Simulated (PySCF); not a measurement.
## Spinor energies of Cu²⁺ (copper, charge +2)

Start: [Ar] 3d9; 3d3/2 filled at m_j = -3/2, -1/2, +1/2, +3/2; 3d5/2 filled at m_j = -3/2, -1/2, +1/2, +3/2, +5/2. Calculated with PySCF 2.14 in x2c-TZVPall-2c with one added diffuse shell each of s, p, d type (7s8p5d1f, 63 functions): generalised Hartree-Fock with the X2C-1e Hamiltonian and a Gaussian nucleus; one run each with spin-orbit coupling (SO) switched off, then screened by Boettger's factors. This is a chosen level, not necessarily the ground level.

```csv
spinor shell,electrons,"ε, spin-free (eV)","ε, screened SO (eV)",weight of nominal j (screened SO),"rms radius, screened SO (bohr)"
1s1/2,2,-9073.9,-9073.8,1.000,0.0601
2s1/2,2,-1160.4,-1160.3,1.000,0.254
2p1/2,2,-1000.9,-1015.2,0.999,0.226
2p3/2,4,-1000.9,-993.86,1.000,0.229
3s1/2,2,-166.76,-166.75,1.000,0.763
3p1/2,2,-117.74,-120.78,0.946,0.803
3p3/2,4,-117.74,-116.23,0.973,0.814
3d3/2,4,-39.755,-40.404,0.815,1.02
3d5/2,5,-39.755,-39.241,0.852,1.04
```

```json
{"quantity": "E (hartree)", "spin-free": "-1652.23311", "screened SO": "-1652.27794"}
{"quantity": "M_J", "spin-free": "5/2", "screened SO": "5/2"}
{"quantity": "⟨J²⟩", "spin-free": "8.754", "screened SO": "8.754"}
{"quantity": "⟨L²⟩", "spin-free": "6.003", "screened SO": "6.005"}
{"quantity": "⟨S²⟩", "spin-free": "0.751", "screened SO": "0.752"}
```

Each row is a mean over spinors that exchange with the open shell spreads, by up to 7.423 eV (3p3/2).

Rows whose weight is well below 1 are mixtures of j = l ± 1/2: exchange outweighs spin-orbit coupling there, and the label is only the starting occupation.

Without spin-orbit coupling the j labels of p, d and f shells carry no meaning; the spin-free column gives the mean over the occupied spinors of each nl shell.
